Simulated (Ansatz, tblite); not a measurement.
Removing and adding an electron: the cluster Tl₂Br (the lowest doublet isomer of a short search). Charge 0, multiplicity 2. Geometry: PBE-D4/def2-TZVP. Ansatz, gas phase; energy differences of separate SCF runs; the oxidised species is a singlet (the triplet lies 3.44 eV higher at PBE0-D4/def2-TZVP); the reduced species is a triplet (the singlet lies 0.10 eV higher at PBE0-D4/def2-TZVPD).

```xyz
3

Tl   -0.272   -0.372    1.853
Tl    0.103   -1.147   -1.523
Br    0.169    1.519   -0.330
```

In the def2 sets Tl takes a core potential; there is no spin–orbit coupling. The xTB rows come from tblite. The structure comes from a short search, and lower isomers may exist.

```csv
level,−HOMO (eV),vertical IE (eV),−LUMO (eV),vertical EA (eV),HOMO–LUMO gap (eV),IE − EA (eV),remarks
GFN2-xTB,–,7.35,–,3.67,–,3.68,–
r2SCAN-D4/def2-TZVP,3.67,5.81,2.56,–,1.11,–,–
r2SCAN-D4/def2-TZVPD,3.68,–,2.57,0.83,1.11,–,HOMO above zero (-1 triplet)
PBE0-D4/def2-TZVPD,4.08,–,2.10,0.75,1.98,–,HOMO above zero (-1 triplet)
```

Task: Estimate the rows for GFN1-xTB, PBE-D4/def2-TZVP, PBE-D4/def2-TZVPD, PBE0-D4/def2-TZVP.

Result: 
```tsv
level	−HOMO (eV)	vertical IE (eV)	−LUMO (eV)	vertical EA (eV)	HOMO–LUMO gap (eV)	IE − EA (eV)	remarks
GFN1-xTB	–	8.25	–	4.25	–	4.00	–
PBE-D4/def2-TZVP	3.39	5.71	2.73	–	0.67	–	–
PBE-D4/def2-TZVPD	3.41	–	2.75	0.80	0.66	–	HOMO above zero (-1 triplet)
PBE0-D4/def2-TZVP	4.07	5.73	2.09	–	1.99	–	–
```

   A HOMO above zero means that the electron is unbound at that level or that self-interaction error raises the level; the energy of removing that electron tells which. HOMO and LUMO are the levels of the spin that leaves or enters (xTB has no such levels and no spin-polarisation term). Other spin states of the ions may lie lower, which would lower the ionisation energy or raise the affinity. Raw xTB energy differences between charge states are shifted by several eV; the methods need an empirical correction for them.
